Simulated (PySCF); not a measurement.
PySCF input file for 1-fluorocyclopentene (C5H7F), SMILES FC1=CCCC1, ωB97X-D3(BJ)/def2-SVP. Coordinates come from a ωB97X-D3(BJ)/def2-SVP optimisation. Other conformers were not sampled.

```python
import numpy as np
from pyscf import gto, scf, dft, df
from pyscf.hessian import thermo

mol = gto.M(
    atom='''
    F     1.95746415   -0.75412252    0.27695823
    C     0.69859321   -0.33849239    0.11870514
    C    -0.38478620   -1.11316918    0.08247908
    C    -1.62193058   -0.25295652   -0.04324440
    C    -1.05400650    1.13312728   -0.44314255
    C     0.41713022    1.13487242    0.02236348
    H    -0.38052227   -2.19998687    0.18509961
    H    -2.16167952   -0.20897340    0.92074099
    H    -2.33955726   -0.63534132   -0.78721583
    H    -1.63565859    1.96944462   -0.02824837
    H    -1.08098780    1.22780997   -1.54017460
    H     1.09933775    1.64415165   -0.67680691
    H     0.55188941    1.60970816    1.01101653
    ''',
    basis='def2-SVP',
    charge=0,
    spin=0,
    max_memory=1600,
    verbose=3,
)
mf = dft.RKS(mol, xc='wb97x-d3bj').density_fit(auxbasis='def2-universal-jkfit')
mf.grids.level = 3
mf.conv_tol = 1e-11
mf.max_cycle = 100
mf.kernel()

# [left out here: the lines that compute and print the analytic Hessian (its translational invariance restored by hand, since the grid's response is missing), thermochemistry and intensities]
```

Log of the run:

```
converged SCF energy = -294.461356335111

WARN: DFTD3 does not support analytical Hessian, using finite difference


WARN: Mole.unit (angstrom) is changed to Bohr

Mode                                 0                   1                   2
Irrep
Freq [cm^-1]                      154.1315            262.0771            405.7009
Reduced mass [au]                   1.7165              2.8147              5.1209
Force const [Dyne/A]                0.0240              0.1139              0.4966
Char temp [K]                     221.7609            377.0706            583.7132
Normal mode                   x     y     z       x     y     z       x     y     z
       0   F                -0.00 -0.00  0.06   -0.01  0.01  0.10    0.03  0.15 -0.01
       1   C                 0.00 -0.00 -0.01    0.01 -0.01 -0.07   -0.05 -0.09  0.01
       2   C                 0.01 -0.00  0.00    0.01 -0.02 -0.16   -0.07 -0.07  0.00
       3   C                -0.00 -0.03 -0.06    0.01  0.02  0.09   -0.02  0.04 -0.01
       4   C                -0.04  0.04  0.10   -0.02 -0.00  0.01    0.05  0.01  0.01
       5   C                 0.04 -0.01 -0.11    0.00 -0.01 -0.05    0.03 -0.11  0.00
       6   H                 0.01  0.00  0.05    0.01 -0.02 -0.19   -0.16 -0.07 -0.01
       7   H                -0.12 -0.14 -0.12    0.27  0.03  0.24   -0.02  0.07 -0.01
       8   H                 0.10 -0.01 -0.17   -0.20  0.07  0.27   -0.05  0.09 -0.01
       9   H                 0.02 -0.04  0.36    0.01  0.02 -0.01    0.11  0.04  0.03
      10   H                -0.22  0.27  0.13   -0.06 -0.07  0.00    0.05  0.04  0.01
      11   H                -0.05 -0.12 -0.27   -0.02 -0.00 -0.07    0.10 -0.19  0.00
      12   H                 0.23  0.09 -0.19    0.03 -0.01 -0.05    0.09 -0.12  0.00
Mode                                 3                   4                   5
Irrep
Freq [cm^-1]                      475.1648            586.6930            657.4073
Reduced mass [au]                   2.2163              4.4367              2.5076
Force const [Dyne/A]                0.2948              0.8998              0.6385
Char temp [K]                     683.6564            844.1206            945.8628
Normal mode                   x     y     z       x     y     z       x     y     z
       0   F                 0.01  0.00  0.05    0.13 -0.04  0.00   -0.08  0.01 -0.02
       1   C                 0.03 -0.03 -0.19    0.06 -0.06  0.07   -0.05 -0.00  0.04
       2   C                -0.00  0.01  0.06   -0.01  0.01 -0.00    0.05 -0.09  0.02
       3   C                 0.00  0.01 -0.01   -0.02  0.06 -0.02    0.14 -0.00 -0.01
       4   C                -0.01  0.02  0.00   -0.09  0.06 -0.05    0.00  0.07 -0.05
       5   C                -0.02 -0.02 -0.00   -0.09 -0.04 -0.01   -0.03  0.00 -0.01
       6   H                -0.05  0.04  0.38   -0.14  0.00 -0.09    0.06 -0.08  0.09
       7   H                -0.02  0.02 -0.02    0.04  0.11  0.02    0.27  0.13  0.05
       8   H                 0.02 -0.01 -0.02   -0.07 -0.01  0.07    0.01 -0.05  0.14
       9   H                 0.01  0.01  0.06   -0.04  0.03  0.10   -0.00 -0.08  0.22
      10   H                -0.03  0.08  0.01   -0.18  0.18 -0.04   -0.15  0.31 -0.03
      11   H                -0.03  0.25  0.20   -0.05 -0.03  0.04    0.10 -0.01  0.11
      12   H                -0.12 -0.32  0.16   -0.18  0.00 -0.02   -0.15 -0.03  0.02
Mode                                 6                   7                   8
Irrep
Freq [cm^-1]                      821.7235            845.4292            913.1406
Reduced mass [au]                   1.8504              1.2532              1.6636
Force const [Dyne/A]                0.7362              0.5278              0.8173
Char temp [K]                    1182.2771           1216.3844           1313.8060
Normal mode                   x     y     z       x     y     z       x     y     z
       0   F                -0.00  0.01 -0.01   -0.02  0.01  0.01   -0.03  0.00 -0.01
       1   C                 0.01  0.05  0.05    0.01  0.01 -0.04    0.01  0.01  0.07
       2   C                -0.02  0.08 -0.04    0.00  0.04  0.08    0.03  0.04 -0.08
       3   C                -0.10 -0.05 -0.03   -0.02 -0.01  0.05    0.04  0.03  0.07
       4   C                 0.03 -0.08 -0.03    0.02 -0.01 -0.03    0.02 -0.00  0.02
       5   C                 0.07 -0.03 -0.00    0.02 -0.03 -0.04   -0.04 -0.07 -0.07
       6   H                 0.09  0.11  0.25    0.11 -0.04 -0.73   -0.01  0.07  0.26
       7   H                 0.12  0.10  0.08   -0.19  0.03 -0.05   -0.18 -0.27 -0.05
       8   H                -0.27 -0.09  0.15    0.14 -0.13 -0.04    0.25  0.13 -0.19
       9   H                 0.15 -0.16  0.29    0.15  0.00  0.13    0.21  0.15 -0.02
      10   H                -0.15  0.23 -0.00   -0.16  0.07 -0.02   -0.15 -0.19  0.01
      11   H                 0.17  0.04  0.14    0.14  0.05  0.14    0.07  0.04  0.13
[...]
Char temp [K]                    2153.2159           2589.1534           4402.1135
Normal mode                   x     y     z       x     y     z       x     y     z
       0   F                 0.01 -0.00  0.00   -0.03  0.00 -0.00   -0.00  0.00 -0.00
       1   C                -0.01  0.02 -0.00    0.18  0.11  0.01    0.00  0.00  0.00
       2   C                -0.01 -0.00 -0.00   -0.16 -0.08 -0.01    0.00  0.00 -0.00
       3   C                 0.05  0.02 -0.01    0.02  0.01 -0.00   -0.06 -0.01  0.04
       4   C                 0.03 -0.04  0.03   -0.00  0.01  0.00    0.00 -0.00 -0.00
       5   C                -0.03 -0.04 -0.01   -0.01 -0.02 -0.00    0.00  0.00  0.00
       6   H                 0.01  0.00  0.00    0.10 -0.12  0.02   -0.00 -0.02  0.00
       7   H                -0.34 -0.15 -0.20    0.04 -0.03  0.02    0.42 -0.04 -0.77
       8   H                -0.27 -0.04  0.32    0.05 -0.05 -0.01    0.24  0.13  0.28
       9   H                -0.07  0.10 -0.38   -0.01  0.01 -0.01   -0.04  0.06  0.03
      10   H                -0.23  0.32  0.06   -0.00  0.00  0.00    0.00  0.00 -0.02
      11   H                 0.09  0.18  0.26    0.02 -0.07 -0.01   -0.01 -0.01  0.01
      12   H                 0.21  0.19 -0.14    0.00 -0.04  0.01   -0.01 -0.02 -0.04
Mode                                27                  28                  29
Irrep
Freq [cm^-1]                     3069.8562           3096.7897           3121.1524
Reduced mass [au]                   1.0664              1.0682              1.0995
Force const [Dyne/A]                5.9210              6.0354              6.3105
Char temp [K]                    4416.8396           4455.5910           4490.6434
Normal mode                   x     y     z       x     y     z       x     y     z
       0   F                 0.00 -0.00  0.00   -0.00  0.00 -0.00    0.00 -0.00  0.00
       1   C                -0.00  0.00 -0.00    0.00 -0.00  0.00   -0.00  0.00  0.00
       2   C                 0.00 -0.00  0.00   -0.00  0.00  0.00   -0.00 -0.00 -0.00
       3   C                -0.00 -0.00  0.00    0.00  0.00  0.02    0.03  0.03  0.07
       4   C                -0.00  0.01  0.00   -0.02  0.04 -0.05    0.01 -0.01  0.00
       5   C                -0.03 -0.05 -0.04   -0.00  0.00  0.01    0.00 -0.00 -0.01
       6   H                -0.00  0.00 -0.00    0.00 -0.00 -0.00    0.00  0.02 -0.00
       7   H                 0.02 -0.00 -0.04    0.06 -0.00 -0.11    0.17 -0.01 -0.30
       8   H                 0.02  0.01  0.02   -0.11 -0.05 -0.11   -0.55 -0.29 -0.58
       9   H                 0.04 -0.06 -0.03    0.26 -0.38 -0.20   -0.11  0.16  0.08
      10   H                 0.00 -0.00  0.03    0.01 -0.06  0.78   -0.00  0.01 -0.10
      11   H                 0.26  0.19 -0.29    0.05  0.04 -0.05   -0.02 -0.02  0.02
      12   H                 0.09  0.36  0.77   -0.01 -0.05 -0.10    0.01  0.02  0.05
Mode                                30                  31                  32
Irrep
Freq [cm^-1]                     3133.0288           3159.5384           3253.4484
Reduced mass [au]                   1.1018              1.1073              1.0985
Force const [Dyne/A]                6.3720              6.5127              6.8510
Char temp [K]                    4507.7309           4545.8723           4680.9879
Normal mode                   x     y     z       x     y     z       x     y     z
       0   F                -0.00  0.00 -0.00   -0.00 -0.00  0.00    0.00  0.00  0.00
       1   C                 0.00 -0.00 -0.00    0.00  0.00  0.00   -0.01 -0.00 -0.00
       2   C                 0.00  0.00 -0.00   -0.00 -0.00 -0.00    0.01  0.09 -0.01
       3   C                -0.00 -0.00  0.00    0.00  0.00  0.01    0.00 -0.00  0.00
       4   C                -0.01  0.01  0.01   -0.03  0.04  0.07    0.00 -0.00  0.00
       5   C                 0.04  0.02 -0.07   -0.01 -0.00  0.02   -0.00 -0.00 -0.00
       6   H                -0.00 -0.00 -0.00    0.00  0.00  0.00   -0.00 -0.95  0.09
       7   H                 0.01 -0.00 -0.02    0.05 -0.00 -0.08   -0.01  0.00  0.01
       8   H                 0.01  0.01  0.01   -0.06 -0.03 -0.06   -0.02 -0.00 -0.01
       9   H                 0.12 -0.17 -0.09    0.39 -0.57 -0.28   -0.00  0.00  0.00
      10   H                 0.00  0.00  0.01   -0.02  0.05 -0.54    0.00  0.00 -0.00
      11   H                -0.51 -0.39  0.54    0.09  0.06 -0.09    0.00  0.00 -0.00
      12   H                 0.05  0.17  0.34   -0.02 -0.05 -0.11    0.00  0.00  0.00
temperature 298.1500 [K]
pressure 101325.00 [Pa]
Rotational constants [GHz] 7.15182 3.12615 2.28757
Symmetry number 1
Zero-point energy (ZPE) 0.11040 [Eh]   289846.357 [J/mol]
                           tot       elec      trans        rot        vib
Entropy [J/mol/K]       307.806      0.000    164.315    109.805     33.686
Cv [J/mol/K]             81.737      0.000     12.472     12.472     56.793
Cp [J/mol/K]             90.051      0.000     20.786     12.472     56.793
Internal energy [J/mol]                      3718.434   3718.434 296292.233
Internal energy [Eh]   -294.34567  -294.46136
Enthalpy [J/mol]                             6197.391   3718.434 296292.233
Enthalpy [Eh]          -294.34473
Gibbs free energy [J/mol]                  -42793.101 -29019.898 286248.768
Gibbs free energy [Eh] -294.37968
static polarisability / bohr^3: [[57.223  5.113  1.29 ]
 [ 5.114 53.29  -0.813]
 [ 1.29  -0.813 39.254]]
largest difference of analytic and finite-field dipole derivatives / e: 0.00033452167022265944
mode   freq/cm-1   IR/(km/mol)   Raman/(A^4/amu)   depolarisation
   1      154.13         0.538             0.440            0.723
   2      262.08         0.126             0.334            0.728
   3      405.70         3.527             0.871            0.730
   4      475.16         2.665             4.019            0.747
   5      586.69         7.383             1.911            0.601
   6      657.41         4.963             3.656            0.460
   7      821.72         8.940             1.054            0.696
   8      845.43        21.575             3.188            0.691
   9      913.14         8.434             5.033            0.287
  10      919.53         2.088            12.632            0.102
  11      939.74         8.443             1.206            0.206
  12      980.08         8.791             7.211            0.682
  13     1056.47         1.960             6.893            0.749
  14     1067.61         1.727             1.793            0.611
  15     1151.03         5.547             1.847            0.690
  16     1209.65        20.699             5.562            0.595
  17     1228.35         1.293            10.584            0.746
  18     1264.59         5.208             3.204            0.562
  19     1277.71        30.088             3.933            0.707
  20     1344.78         6.362             2.226            0.448
  21     1354.60         3.317             0.990            0.346
  22     1409.35        86.303             0.772            0.173
  23     1465.30         1.997            24.548            0.665
  24     1478.72         5.743            13.075            0.749
  25     1496.56         5.209            17.085            0.521
  26     1799.55        95.781            25.402            0.151
  27     3059.62        37.370           141.550            0.162
  28     3069.86        28.803           122.565            0.171
  29     3096.79        18.107            99.579            0.175
  30     3121.15        22.687           115.323            0.439
  31     3133.03        11.942           105.418            0.457
  32     3159.54        24.410            76.933            0.707
  33     3253.45         2.809           106.896            0.278
max |gradient| / (hartree/bohr): 7.583028005322739e-05
APT charges: [-0.5627  0.6494 -0.2196  0.1071  0.0786  0.0197  0.0649 -0.0412 -0.0229
 -0.0178 -0.0237 -0.0067 -0.0249]
```

The run converged.

Cost: roughly 9 core-minutes.
